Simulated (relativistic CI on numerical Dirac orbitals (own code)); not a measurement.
**What each ingredient does to the levels of Se²³⁺**

Base calculation: Dirac-Coulomb-Breit CI, orbitals from a KLI potential per configuration, a model potential for QED, unscaled Slater integrals.

Configurations in the expansion (outside the closed core [Ne]): 3s, 3p, 3d, 4s, 4p, 4d, 4f, 5s, 5p, 5d, 5f, 5g, 6s, 6p, 6d. Levels of other configurations are missing.

Variants: (1) QED terms removed. Shifts of the energy above 3s ²S1/2, in eV, for the lowest level and the first level of each name with at least 55 % of one term (blank where a level changes its place among those of its configuration and J or its character, or is not in the variant):

| Level | Base | Δ(1) |
| --- | --- | --- |
| 3s ²S1/2 | 0.000 | 0.000 |
| 3p ²P°1/2 | 51.967 | +0.268 |
| 3p ²P°3/2 | 61.777 | +0.246 |
| 3d ²D3/2 | 131.285 | +0.265 |
| 3d ²D5/2 | 133.049 | +0.259 |
| 4s ²S1/2 | 480.185 | +0.151 |
| 4p ²P°1/2 | 501.276 | +0.258 |
| 4p ²P°3/2 | 505.179 | +0.250 |
| 4d ²D3/2 | 531.058 | +0.257 |
| 4d ²D5/2 | 531.845 | +0.254 |
| 4f ²F°5/2 | 544.277 | +0.253 |
| 4f ²F°7/2 | 544.587 | +0.252 |
| 5s ²S1/2 | 689.434 | +0.202 |
| 5p ²P°1/2 | 699.954 | +0.255 |

At this charge energies of transitions that change n are usually good to better than 1 %, and those within a shell (Δn = 0) to a few per cent.

Ionisation energy from the two ground configurations alone: base 1035.58 eV; QED terms removed 1035.83 eV. The NIST ASD value (semi-empirical) is 1036.36 eV.
